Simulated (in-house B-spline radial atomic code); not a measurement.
Results of a calculation; reference values are marked as such.
# Cu+ at several levels of theory

Ground configuration [Ar] 3d10. All numbers come from a B-spline radial code for spherical atoms, all electrons, at the radial basis limit. Mean-field, RPA, GW and linear-response runs are scalar-relativistic (one-electron X2C), no spin-orbit coupling, without Breit or QED terms, open shells spin-polarised at highest spin; the many-body runs on Dirac-Hartree-Fock orbitals are four-component, and their energies hold both.

**Ionisation energy.** The reference is 20.292 eV (NIST, measured). It runs between the lowest fine-structure levels, while the runs without spin-orbit coupling give shell averages, so part of their difference is this splitting, and a close match can be a cancellation.

```tsv
method	value (eV)	minus reference (eV)
minus the highest LDA VWN5 level	14.01	-6.28
minus the highest PBE level	13.66	-6.63
G0W0 on PBE	19.88	-0.41
minus the highest r2SCAN level	13.63	-6.66
minus the highest PBE0 level	15.83	-4.46
G0W0 on PBE0	20.22	-0.08
minus the highest B3LYP (VWN-RPA) level	15.62	-4.67
minus the highest CAM-B3LYP level	17.56	-2.73
minus the highest LC-wPBE level	18.60	-1.70
minus the highest Hartree-Fock level	21.85	+1.55
G0W0 on Hartree-Fock	20.26	-0.04
Dirac-Fock + self-energy with TDHF screening (3d5/2)	19.92	-0.37
```

Which methods come closest, and which lies farthest off?

Closest: G0W0 on Hartree-Fock (-0.04 eV) and G0W0 on PBE0 (-0.08 eV). Farthest: minus the highest r2SCAN level (-6.66 eV).

**Static dipole polarisability and C6** of two like species, by linear response (no reference value is at hand):

```json
{"method": "LDA VWN5", "α (bohr³)": "8.161", "C6 (hartree·bohr⁶)": "27.91"}
{"method": "PBE", "α (bohr³)": "8.353", "C6 (hartree·bohr⁶)": "28.53"}
{"method": "PBE0", "α (bohr³)": "7.237", "C6 (hartree·bohr⁶)": "24.26"}
{"method": "B3LYP (VWN-RPA)", "α (bohr³)": "7.474", "C6 (hartree·bohr⁶)": "25.15"}
{"method": "CAM-B3LYP", "α (bohr³)": "7.36", "C6 (hartree·bohr⁶)": "24.71"}
{"method": "LC-wPBE", "α (bohr³)": "7.603", "C6 (hartree·bohr⁶)": "25.75"}
{"method": "TDHF", "α (bohr³)": "5.356", "C6 (hartree·bohr⁶)": "17.22"}
{"method": "relativistic RPA (four-component TDHF)", "α (bohr³)": "5.359", "C6 (hartree·bohr⁶)": "17.23"}
```

What mean excitation energy do α and C6 imply in London's formula C6 = (3/4) α² ω?

LDA VWN5: ω = 0.559 hartree; relativistic RPA (four-component TDHF): ω = 0.800 hartree. A method that puts the excitations lower gives a larger α and a smaller ω.

Run times on one thread of shared hosts: mean field, RPA, SOSEX and G0W0 on PBE, 2.2 s (Arm Neoverse V1); TDDFT with PBE, 1.8 s (Arm Neoverse N1); removal energies by the self-energy, 28 s (Intel Xeon 6975P-C).
